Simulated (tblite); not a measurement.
Species: C7H9NSSi.
Numbering: `[CH:1]#[C:2][SiH2:3]/[C:4](=[CH:5]/[S:6][CH3:7])[CH2:8][C:9]#[N:10]` (hydrogens: H11 on C1; H12, H13 on Si3; H14 on C5; H15, H16, H17 on C7; H18, H19 on C8)

The geometry is computed with GFN2-xTB (gas phase).

Some entries are withheld. Bonds in one row agree within 0.01 Å.

| coordinate | value |
| --- | --- |
| C1≡C2 | 1.202 Å |
| C2–Si3 | 1.850 Å |
| Si3–C4 | ? |
| C4=C5 | ? |
| C5–S6 | 1.757 Å |
| S6–C7 | 1.815 Å |
| C4–C8 | ? |
| C8–C9 | 1.440 Å |
| C9≡N10 | 1.143 Å |
| C1–H11 | 1.053 Å |
| Si3–H12, Si3–H13 | 1.468 Å |
| C5–H14 | 1.079 Å |
| C7–H15, C7–H16, C7–H17 | 1.086 Å |
| C8–H18, C8–H19 | 1.095 Å |
| C1–C2–Si3 | ? |
| C2–Si3–C4 | 106.5° |
| Si3–C4–C5 | 121.9° |
| Si3–C4–C8 | ? |
| C5–C4–C8 | 120.7° |
| C4–C5–S6 | 125.7° |
| C5–S6–C7 | ? |
| C4–C8–C9 | 109.2° |
| C8–C9–N10 | 178.0° |

Task: Fill in the missing values.

Result: 
- Si3–C4 = 1.888 Å, drawn single (SiH2 silicon to fully substituted alkene carbon); 0.05 Å above the sum of covalent radii, 1.84 Å.
- C4=C5 = 1.331 Å, drawn double (fully substituted alkene carbon to alkene CH carbon); 0.13 Å below the sum of covalent radii, 1.46 Å.
- C4–C8 = 1.509 Å, drawn single (fully substituted alkene carbon to sp3 carbon next to a nitrile); 0.02 Å above the sum of covalent radii, 1.49 Å.
- C1–C2–Si3 = 179.5°, at the alkyne carbon; the outer atoms are 3.052 Å apart.
- Si3–C4–C8 = 117.3°, at the fully substituted alkene carbon; the outer atoms are 2.908 Å apart.
- C5–S6–C7 = 99.4°, at the sulfide sulfur; the outer atoms are 2.725 Å apart.

Radii are Cordero's, carbon taken as 0.76, 0.73 or 0.69 Å for four, three, and two or fewer neighbours.

Its GFN2-xTB frequencies are all real (lowest 23 cm⁻¹). The numbers are those of one conformer (C2–Si3–C4–C5 -9°, C4–C5–S6–C7 -176°, Si3–C4–C8–C9 73°).
